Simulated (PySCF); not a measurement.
An unknown gives this computed stick spectrum. Method: TDDFT wB97X-D/def2-SVPD, vertical, gas phase, core orbitals frozen in the response (PySCF). Geometries: PBE0-D3(BJ)/def2-SVP, one conformer each. Relativistic effects are left out although some hold elements past zinc.

```json
{"state": "S1", "ν̃ (cm⁻¹)": "18150", "f": "0.0000", "main configurations (H = HOMO, L = LUMO)": "H→L (99%)"}
{"state": "S2", "ν̃ (cm⁻¹)": "39240", "f": "0.216", "main configurations (H = HOMO, L = LUMO)": "H-1→L (95%)"}
{"state": "S3", "ν̃ (cm⁻¹)": "47750", "f": "0.0013", "main configurations (H = HOMO, L = LUMO)": "H-2→L (96%)"}
{"state": "S4", "ν̃ (cm⁻¹)": "48470", "f": "0.014", "main configurations (H = HOMO, L = LUMO)": "H→L+1 (69%), H→L+5 (10%), H→L+2 (9%)"}
{"state": "S5", "ν̃ (cm⁻¹)": "49470", "f": "0.110", "main configurations (H = HOMO, L = LUMO)": "H→L+2 (84%), H→L+1 (9%)"}
{"state": "S6", "ν̃ (cm⁻¹)": "56840", "f": "0.0008", "main configurations (H = HOMO, L = LUMO)": "H-4→L (88%)"}
{"state": "S7", "ν̃ (cm⁻¹)": "57280", "f": "0.0000", "main configurations (H = HOMO, L = LUMO)": "H→L+4 (98%)"}
{"state": "S8", "ν̃ (cm⁻¹)": "57800", "f": "0.045", "main configurations (H = HOMO, L = LUMO)": "H→L+3 (86%), H→L+5 (8%)"}
{"state": "S9", "ν̃ (cm⁻¹)": "58740", "f": "0.021", "main configurations (H = HOMO, L = LUMO)": "H-1→L+1 (84%)"}
{"state": "S10", "ν̃ (cm⁻¹)": "60290", "f": "0.059", "main configurations (H = HOMO, L = LUMO)": "H→L+5 (50%), H→L+1 (15%), H→L+7 (12%)"}
```

Triplets computed (Tamm–Dancoff): 1.87, 2.53, 5.29, 5.60 eV.

Task: Which candidate is it? All have the formula C3H5FSe.
A. `C=C(F)C[SeH]`
B. `[Se]=C(C)CF`
C. `FC1C[Se]C1`

Result: B. Its S1, at 2.25 eV, is the lowest among the candidates; the nearest of the others has S1 at 4.09 eV. S1 is HOMO→LUMO (99%). Löwdin shares by element: HOMO selenium 78%, carbon 13% or more; LUMO carbon 51%, selenium 40%. At the same level the other candidates give, for their lowest levels:
- `C=C(F)C[SeH]`: 4.74 eV (f 0.001); 5.67 eV (f 0.045); 6.63 eV (f 0.313); 6.66 eV (f 0.038); 7.09 eV (f 0.006); T1 4.23 eV; HOMO -8.60, LUMO 1.04 eV
- `FC1C[Se]C1`: 4.09 eV (f 0.000); 5.53 eV (f 0.023); 6.50 eV (f 0.064); 6.69 eV (f 0.058); 7.00 eV (f 0.050); T1 3.65 eV; HOMO -8.32, LUMO 0.95 eV

The values belong to the conformer `[CH3:1][C:2](=[Se:3])[CH2:4][F:5]`: C1–C2–C4–F5 -1°.
